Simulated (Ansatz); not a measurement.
Ligand exchange: As(CH3)3 + Si3H8O → As(CH3)2(SiH3) + CH8OSi2

Species: As(CH3)3 (trimethylarsine), singlet; Si3H8O `[SiH3]O[SiH2][SiH3]`, singlet; As(CH3)2(SiH3), singlet; CH8OSi2 `CO[SiH2][SiH3]`, singlet. The partners trade CH3 for SiH3: As–CH3 and O–SiH3 bonds give way to As–SiH3 and O–CH3.

Shapes, held fixed at every level: PBE0-D4/def2-TZVP. Flexible molecules stand in one conformer, not always the lowest. Programs: Ansatz 0.2.0. Electronic energies: no zero-point or thermal term.

(1) Estimate ΔE of this reaction.

Answers

(1) The highest level, CCSD(T)/def2-TZVPP, gives ΔE = +153.7 kJ/mol; the levels span +128.1 to +162.0. The column of differences is taken from that level and isn't an error. No measured value is set beside it here. Relativity is left out for As. Outer-core shells of As are correlated, in sets that cover them unevenly.

```json
{"level": "HF/def2-SVP", "kind": "Hartree–Fock", "ΔE (kJ/mol)": "+140.9", "less CCSD(T)/def2-TZVPP": "-12.8"}
{"level": "SPW92/def2-TZVPP", "kind": "LDA", "ΔE (kJ/mol)": "+129.2", "less CCSD(T)/def2-TZVPP": "-24.5"}
{"level": "PBE-D4/def2-TZVPP", "kind": "GGA", "ΔE (kJ/mol)": "+128.1", "less CCSD(T)/def2-TZVPP": "-25.6"}
{"level": "B3LYP-D4/def2-TZVPP", "kind": "global hybrid", "ΔE (kJ/mol)": "+146.1", "less CCSD(T)/def2-TZVPP": "-7.6"}
{"level": "PBE0-D4/def2-TZVPP", "kind": "global hybrid", "ΔE (kJ/mol)": "+136.3", "less CCSD(T)/def2-TZVPP": "-17.4"}
{"level": "wB97X-V/def2-TZVPP", "kind": "range-separated hybrid", "ΔE (kJ/mol)": "+146.7", "less CCSD(T)/def2-TZVPP": "-7.0"}
{"level": "MP2/def2-TZVPP", "kind": "perturbation theory", "ΔE (kJ/mol)": "+162.0", "less CCSD(T)/def2-TZVPP": "+8.3"}
{"level": "CCSD(T)/def2-TZVPP", "kind": "coupled cluster or CI", "ΔE (kJ/mol)": "+153.7", "less CCSD(T)/def2-TZVPP": "0.0"}
```
